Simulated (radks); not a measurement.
Results of a calculation; reference values are marked as such.
The terbium ion Tb+, 64 electrons, occupied as [Xe] 4f10 (not the ground configuration). Code: a radial shooting solver on a logarithmic mesh with Libxc functionals. Model: scalar-relativistic Kohn-Sham, BLYP, spin-polarised, spherical densities, finite nucleus; open shells are filled with parallel spins first (spin-orbit coupling, left out, can overturn this in heavy ions); Fermi nuclear charge, rms radius 5.06 fm. Some entries of the table are withheld. Estimate them.

| orbital | occ. | eigenvalue (hartree) | <r> (bohr) |
|---|---|---|---|
| 1s up | 1 | -1905.761 | 0.02151 |
| 1s down | 1 | -1905.761 | 0.02151 |
| 2s up | 1 | -315.9275 | 0.09150 |
| 2s down | 1 | -315.9263 | 0.09150 |
| 2p up | 3 | -280.7734 | 0.08088 |
| 2p down | 3 | -280.7726 | 0.08088 |
| 3s up | 1 | -70.07009 | 0.2394 |
| 3s down | 1 | -70.01696 | 0.2393 |
| 3p up | 3 | -59.22661 | 0.2381 |
| 3p down | 3 | -59.17374 | 0.2380 |
| 3d up | 5 | -45.08223 | 0.2166 |
| 3d down | 5 | -45.04163 | 0.2164 |
| 4s up | 1 | -13.91672 | 0.5418 |
| 4s down | 1 | -13.79297 | 0.5418 |
| 4p up | 3 | -10.34868 | 0.5741 |
| 4p down | 3 | -10.22623 | 0.5743 |
| 4d up | 5 | -5.45132 | (1) |
| 4d down | 5 | -5.33089 | (2) |
| 5s up | 1 | -1.84555 | 1.336 |
| 5s down | 1 | -1.78284 | 1.350 |
| 5p up | 3 | -1.02615 | (3) |
| 5p down | 3 | -0.98100 | (4) |
| 4f up | 7 | -0.18532 | 0.9695 |
| 4f down | 3 | -0.08815 | 1.236 |

Answer. 
(1) 4d up <r> (bohr): 0.6249
(2) 4d down <r> (bohr): 0.6256
(3) 5p up <r> (bohr): 1.599
(4) 5p down <r> (bohr): 1.624
